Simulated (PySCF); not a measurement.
**How methods differ on the ionisation energy of Zn(2+)**

Zn(2+) [Ar] 3d10 (1S) → Zn(3+) [Ar] 3d9 (2D), as a difference of total energies. All numbers are calculated (PySCF 2.14, the spin-free X2C one-electron Hamiltonian (Gaussian nucleus), in jorge-DZP-DKH). Correlated levels: valence: [Ar] frozen. The calculations carry no spin-orbit coupling.

Task: Order these methods by the ionisation energy they give, lowest first.
A. SCS-MP2 (valence)
B. B3LYP
C. UHF
D. BP86

Result: C (37.119 eV), A (39.115 eV), B (39.939 eV), D (40.195 eV).

The reference lies between the lowest fine-structure levels, while these numbers refer to the centres of the terms.

Errors of the correlated levels include the incompleteness of this basis and the frozen core.

For comparison: 39.723 eV (measured; NIST Atomic Spectra Database, ionization energies).
